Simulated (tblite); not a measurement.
Compound: C₃H₆ClOSi₂ (doublet state).
SMILES with atom numbers: `[C:1]#[C:2][CH2:3][Si@H:4]([Cl:5])[O:6][SiH3:7]` (hydrogens: H8, H9 on C3; H10 on Si4; H11, H12, H13 on Si7)

Computed geometry: GFN2-xTB, gas phase. This method treats the open shell by occupation alone, without spin polarisation.

**Question.** Give the optimised bond lengths and angles.

**Answer.** 
```csv
bond,length (bohr)
C1≡C2,2.275
C2–C3,2.743
C3–Si4,3.624
Si4–Cl5,3.797
Si4–O6,3.032
O6–Si7,3.090
C3–H8,2.066
C3–H9,2.062
Si4–H10,2.747
"Si7–H11, Si7–H12, Si7–H13",2.758
```

Bonds in one row agree within 0.02 bohr and their mean is given. A selection of angles:
```csv
angle,degrees
C1–C2–C3,163.5
C2–C3–Si4,109.0
C2–C3–H8,109.5
C2–C3–H9,109.6
Si4–C3–H8,110.4
Si4–C3–H9,110.5
H8–C3–H9,107.8
C3–Si4–Cl5,107.3
C3–Si4–O6,110.2
C3–Si4–H10,112.9
Cl5–Si4–O6,108.3
Cl5–Si4–H10,111.4
O6–Si4–H10,106.7
Si4–O6–Si7,163.7
O6–Si7–H11,104.5
O6–Si7–H12,107.4
O6–Si7–H13,104.3
H11–Si7–H12,113.3
```

Dihedral angles: C1–C2–C3–Si4 -179° (antiperiplanar); C2–C3–Si4–Cl5 168° (antiperiplanar); C3–Si4–O6–Si7 -3° (synperiplanar).

C2 (carbon bonded to 2 C) is bent (angle 163.5°). Si4 (silicon bonded to C, Cl, O and H) is tetrahedral (angles from 106.7° to 112.9°). Of the pairs four or more bonds apart, C2···Si7 is among the closest relative to their van der Waals radii: 3.93 Å, 104 % of the sum of Bondi's values. The C–C distances run from 1.204 Å (C1≡C2, drawn triple) to 1.452 Å (C2–C3, drawn single), a spread of 0.248 Å. Si7 (silicon bonded to O and 3 H) is distorted tetrahedral (angles from 104.3° to 113.5°). The O–Si distances run from 1.605 Å (Si4–O6, drawn single) to 1.635 Å (O6–Si7, drawn single), a spread of 0.030 Å.

Point group: C1 (no symmetry element, even within 0.4 Å). GFN2-xTB frequencies show an imaginary mode (36i cm⁻¹), so the point is no minimum at that level. 3 starts were optimised and ended at 0.00, 0.37 and 0.40 kcal/mol (GFN2-xTB); the lowest of these is shown.

The run took 0.41 s on an Arm Neoverse V2 with one thread, shared host with 32 logical CPUs at a one-minute load of 31. These figures are those of the optimisation.

One conformer stands for the species.
